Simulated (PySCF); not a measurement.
A species of formula CH7AsSi has this rotational fingerprint, computed with PBE0-D3(BJ)/def2-SVP geometry optimisation, gas phase (PySCF 2.14.0):

```
Rotational constants : A = 12945, B = 2258, C = 2028 MHz
Dipole components    : |μa| = 0.85 D, |μb| = 0.23 D, |μc| = 0.37 D
Inertial defect      : -13.61 u·Å²
κ                    : -0.96
```

Question: Which structure is it? (One computed conformer of each.)
A. `[CH3:1][SiH2:2][AsH2:3]` with C1–Si2–As3–H 76° and 169°
B. `C[AsH][SiH3]`

Answer: A. It is C[SiH2][AsH2], a near-prolate asymmetric top. The candidates at the same level (rigid rotor, commonest isotopes):

```
       SMILES  A (MHz)  B (MHz)  C (MHz)  μa (D)  μb (D)  μc (D)  Δ (u·Å²)  point group                        rotor
C[SiH2][AsH2]    12945     2258     2028    0.85    0.23    0.37    -13.61            –  near-prolate asymmetric top
 C[AsH][SiH3]     8602     3241     2515    0.36    0.87    0.32    -13.71            –               asymmetric top
```

`C[AsH][SiH3]` has B 44 % too high. No structure here is proved a minimum.
